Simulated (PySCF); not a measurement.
C4H10ClSi2 (doublet state).
Cartesian coordinates in Å at the GFN2-xTB level; atoms count from 1:
```xyz
17
C4H10ClSi2 angstrom
C     -2.5255   -0.3140   -0.3144
C     -1.3355    0.5635   -0.6857
Si     0.1668    0.2826    0.4449
Cl    -0.3863    0.6054    2.3818
C      1.7711    1.2257   -0.0199
Si     2.7449   -0.4311   -0.2020
C      1.1112   -1.3734    0.2238
H     -3.3716   -0.1182   -0.9711
H     -2.2660   -1.3673   -0.3972
H     -2.8371   -0.1212    0.7097
H     -1.0494    0.3630   -1.7180
H     -1.6361    1.6113   -0.6441
H      1.7015    1.8358   -0.9160
H      2.1596    1.8694    0.7656
H      3.8342   -0.6175    0.7652
H      0.7242   -2.0233   -0.5566
H      1.1871   -1.9789    1.1241
```

The hyperfine couplings belong to this conformer and change with its torsions.

As a line formula: `Cl[Si]1(C[SiH]C1)CC` [radical].

Computed, not measured: UKS B3LYP, pcH-1 on C Cl H Si, non-relativistic, mean-field spin-orbit, GIAO in PySCF 2.14.0. The structure is a single GFN2-xTB conformer in the gas phase; no vibrational or solvent corrections. A GFN2-xTB geometry isn't a minimum of the functional, and hyperfine couplings can be far from their values at a DFT geometry, by a factor of two or more for some ions and for spin on atoms past the first row. No stability test was run, so a lower SCF solution isn't excluded.

Q: Predict the first-order ENDOR lines of H15, H13/H16 and H14/H17 under fast tumbling at B = 340.8 mT (X band).

A: For S = 1/2 in fast tumbling each set of equivalent nuclei gives two lines, ν± = |νn ± a/2| to first order, with νn = g_N μN B/h and μN/h = 7.62259 MHz/T.

| nuclei | isotope | g_N | νn (MHz) | a_iso (MHz) | lower line (MHz) | upper line (MHz) |
| --- | --- | --- | --- | --- | --- | --- |
| H15 | 1H | 5.5857 | 14.51 | 76.25 | 23.62 | 52.64 |
| H13/H16 | 1H | 5.5857 | 14.51 | 22.02 | 3.50 | 25.52 |
| H14/H17 | 1H | 5.5857 | 14.51 | 17.97 | 5.52 | 23.50 |

Q: Which pairs are centred on the nuclear Larmor frequency, and which on half the coupling?

A: Centred on νn, since |a| < 2νn: H13/H16 and H14/H17. Centred on |a|/2 and split by 2νn: H15.

Q: At what field would the lower line of H13/H16 fall to zero frequency?

A: Where νn = |a|/2, that is B = 11.01 MHz/(5.5857 × 7.62259 MHz/T) = 259 mT, as far as first order holds there.

Couplings of abundant isotopes left out: Cl4 (3.4 MHz).

Means are taken over nuclei equivalent by connectivity, which assumes that they swap fast.

The largest Mulliken spin population is on Si6 (+0.89). The angles at Si6 add up to 318.1°, so it is pyramidal.
